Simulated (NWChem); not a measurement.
# Relativistic effects in Te

```xyz
1

Te     0.0000     0.0000     0.0000
```
Charge 0, spin multiplicity 3.

All runs are NWChem calculations.

Functional B3LYP, all-electron basis x2c-SVPall-2c, contracted for the X2C Hamiltonian and used here with ZORA. The ion keeps the geometry and has multiplicity 4 in the scalar run; the spin-orbit run starts from the same electron counts.

Relative cost: rough, from shared machines, SCF included, scalar ZORA = 1.

B3LYP has NWChem's definition, with VWN1-RPA local correlation. No SCF solution was tested for a lower state.

| Hamiltonian | ΔSCF ionisation energy (eV) | relative cost |
|---|---|---|
| scalar ZORA | 8.85 | 1 |
| spin-orbit ZORA | 9.02 | under 3 |

From scalar ZORA to spin-orbit ZORA the ionisation energy goes up by 0.17 eV.
